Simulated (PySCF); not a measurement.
O₂S, charge +1, doublet, geometry from GFN2-xTB (a state made from the parent by changing its charge; the spin is typed, not shown lowest). Base run: MP2/3-21G (PySCF).

PySCF was given this input:
```python
from pyscf import gto, scf, mp

mol = gto.Mole()
mol.atom = '''
    S     0.011647   -0.003457    0.315727
    O    -0.031562    1.262969   -0.301200
    O     0.008268   -1.256054   -0.330254
'''
mol.basis = '3-21g'
mol.charge = 1
mol.spin = 1
mol.verbose = 3
mol.build()

mf = scf.UHF(mol)
mf.kernel()

pt = mp.MP2(mf)
pt.kernel()
print('E(MP2) = %.10f' % pt.e_tot)
mf.analyze()
```

The base was run again with changes. Order these runs by total energy, lowest first: frozen = 8 | method = ccsd | method = cisd | method = ccsd(t).

method = ccsd(t) (ΔE vs base (mEh) 3.140), method = ccsd (ΔE vs base (mEh) 25.994), frozen = 8 (ΔE vs base (mEh) 46.110), method = cisd (ΔE vs base (mEh) 59.524)

Open shells are given as the SCF converged; they aren't shown to be the lowest states, and a large step between rows can be another state.
